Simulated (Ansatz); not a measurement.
H₈Ge₃, triplet, at the geometry of the source list (a higher spin typed on purpose: for a closed-shell molecule this is an excited state); PBE0/STO-3G run with Ansatz (a quantum-chemistry and plane-wave program).

Ansatz was given this input:
Ansatz 0.2 input:
```yaml
crystal:
  periodic: [false, false, false]
  atoms:
    - {symbol: Ge, position_ang: [1.91820000, 0.70760000, 0.01160000]}
    - {symbol: Ge, position_ang: [0.17420000, -0.90890000, -0.11660000]}
    - {symbol: Ge, position_ang: [-2.04040000, -0.04920000, 0.09770000]}
    - {symbol: H, position_ang: [3.29610000, 0.13130000, -0.14250000]}
    - {symbol: H, position_ang: [1.80280000, 1.75090000, -1.06180000]}
    - {symbol: H, position_ang: [1.95010000, 1.47700000, 1.29810000]}
    - {symbol: H, position_ang: [0.39910000, -1.98870000, 0.90740000]}
    - {symbol: H, position_ang: [0.28080000, -1.65970000, -1.42580000]}
    - {symbol: H, position_ang: [-2.40720000, 0.86230000, -1.03630000]}
    - {symbol: H, position_ang: [-2.25940000, 0.77500000, 1.33260000]}
    - {symbol: H, position_ang: [-3.11430000, -1.09770000, 0.13560000]}
basis:
  gaussian:
    orbitals: STO-3G
hamiltonian:
  xc: pbe0
magnetization: {spin_polarized: true, initial_magnetization: 2}
```

Problem. Write the output that Ansatz gives for this input, abridged.

Solution. 
```
Functional definition: PBE0
653 factors; integrals over basis functions are off by at most 3.3e-5 eV
mean field evaluation 1: about -167697.9882 eV, gradient 3.5e1 eV
mean field evaluation 2: about -167698.3475 eV, gradient 2.8e1 eV
mean field evaluation 4: about -167704.2713 eV, gradient 1.7e1 eV
mean field evaluation 8: about -167706.4515 eV, gradient 3.1e-1 eV
mean field evaluation 16: about -167706.4309 eV, gradient 5.1e-2 eV
mean field evaluation 32: about -167706.2869 eV, gradient 1.8e0 eV
mean field -167706.43685840 eV, -6163.0978790406 hartree, gradient 8.1e-6 eV, S^2 2.002972; 6 other end points of the search recorded, 0 dependent functions left out
reference -167706.43687649 eV, -6163.0978797053 hartree; 53, 51 occupied and 9, 11 virtual orbitals, 653 factors
Total energy: -167706.43687649 eV, -6163.0978797053 hartree
```
